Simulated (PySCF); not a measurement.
**From computed data to an observable: entropy of an ideal gas**

H2Te, SMILES [TeH2+], charge +1, multiplicity 2.

Geometry: PBE-D3(BJ)/def2-TZVPD. The def2 effective core potentials stand for the cores of Te; spin–orbit coupling is left out.

PBE-D3(BJ)/def2-TZVPD run with PySCF 2.14.0 gives the harmonic wavenumbers 849, 2049, 2055 cm⁻¹ and the rotational temperatures 8.5917, 8.5344, 4.2815 K. The molar mass is 129.62 g/mol, the symmetry number 2, the spin multiplicity 2.

### Question
Work out the entropy at 298.15 K and 1 atm in the rigid-rotor, harmonic-oscillator model.

### Answer

Translation (Sackur–Tetrode at 1 atm): S = R[1.5 ln M + 2.5 ln T − 1.16487] = 169.4 J/(mol K).
Rotation: q = (√π/σ) T^1.5/√(θA θB θC) = 257, S = R[ln q + 3/2] = 58.6 J/(mol K).
Vibration: with u = 1.4388 ν/T, each mode gives R[u/(e^u − 1) − ln(1 − e^−u)]:
| ν (cm⁻¹) | modes | u | S (J/(mol K)) |
|---|---|---|---|
| 849 | 1 | 4.10 | 0.72 |
The stiffer modes add less than 0.005 each. Sum 0.7 J/(mol K).
Spin: R ln 2 = 5.8 J/(mol K).
Total 234.5 J/(mol K); the program's own thermochemistry gives 234.5. Translation makes up 72 % and vibration 0 %. Anharmonicity, hindered rotation and orbital degeneracy are left out.
